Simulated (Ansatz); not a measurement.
Species: C₂H₅BO₂ (charge 0, singlet). 
Structure (B3LYP-D3(BJ)/def2-TZVP (Ansatz, a quantum-chemistry and plane-wave program) minimum search):
```xyz
10

C      2.0292     0.0201     0.3028
C      0.8568    -0.6031     0.4104
B     -0.5128    -0.0248    -0.0674
O     -0.6727     1.2027    -0.6590
O     -1.6268    -0.7923     0.1158
H      2.1242     1.0086    -0.1392
H      2.9586    -0.4180     0.6481
H      0.8474    -1.5902     0.8649
H      0.1416     1.7019    -0.7644
H     -2.4280    -0.3631    -0.2056
```
Charge 0, spin multiplicity 1.

Total electronic energies in hartree. Correlated levels leave the core frozen unless marked. Spin-orbit coupling is left out. No relativistic terms. Basis-set limits of correlation are two-point, X^-3; Hartree-Fock from the larger set. The bracket is a focal-point correction in the basis named.

| level | program | energy (Eh) |
|---|---|---|
| RI-HF/cc-pVQZ | Ansatz | -253.27609 |
| PBE0/def2-TZVP | Ansatz | -254.42255 |
| PBE0/def2-TZVPD | Ansatz | -254.42458 |
| HSE06-D3(BJ)/def2-TZVPD | Ansatz + dftd3 | -254.41546 |
| PBE-QIDH/def2-TZVPD | Ansatz | -254.38561 |
| MP2/cc-pVTZ | Ansatz | -254.15639 |
| RI-MP2/aug-cc-pVTZ | Ansatz | -254.17489 |
| RI-MP2/CBS(aug-cc-pVTZ,aug-cc-pVQZ)+[CCSD(T)-MP2]/aug-cc-pVDZ | Ansatz | -254.3513 |
| CCSD(T)/CBS(aug-cc-pVTZ,aug-cc-pVQZ) | Ansatz | -254.3419 |

Totals of different functionals don't rank their quality; only differences between species are comparable.
